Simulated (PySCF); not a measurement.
BeCl2, SMILES [Cl][Be][Cl]. Heavy atoms are numbered as in [Be:1]([Cl:2])[Cl:3].

Geometry optimised at B3LYP-D3(BJ)/def2-TZVP. The isomer is the one that the SMILES or the coordinates give; other isomers of the formula were not compared.

These are r2SCAN/def2-TZVPD in PySCF values and carry that method's errors.

ESP charges are fitted to the potential on shells at 1.4 to 2.0 van der Waals radii. Atomic charges (e), one atom of each kind:

```
atom  ESP fit    IAO
----  -------  -----
Be1      0.42   1.52
Cl2     -0.21  -0.76
```
